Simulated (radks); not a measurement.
Question: These are the eigenvalues of the occupied orbitals of an atom or ion with whole-number occupations (eV). Calculated with a radial shooting solver on a logarithmic mesh with Libxc functionals: scalar-relativistic Kohn-Sham, r2SCAN, spin-polarised, spherical densities, finite nucleus; meta-GGA in the generalised Kohn-Sham scheme; Fermi nuclear charge, rms radius of each element as measured or else 0.836 A^(1/3) + 0.57 fm.

| orbital | eigenvalue |
|---|---|
| 1s | -63339.38 |
| 2s | -10828.49 |
| 2p | -9526.936 |
| 3s | -2483.589 |
| 3p | -2091.073 |
| 3d | -1619.173 |
| 4s | -520.7223 |
| 4p | -391.3881 |
| 4d | -221.8317 |
| 5s | -89.2935 |
| 5p | -58.9300 |
| 4f | -36.1435 |

Which element is it, and in what charge state? The configuration may be excited. Open shells, if any, are filled with parallel spins first.

Answer: Z = 71, lutetium, charge +3: Lu3+ in [Xe] 4f14. The list shows which subshells hold electrons but not how many an open one holds; the 1s level, -2327.7 hartree, gives Z - s = 68.2 by -(Z - s)^2/2, which with screening and relativity narrows Z to a few neighbours, and the depths of the outer levels then fix element, charge and occupations together.
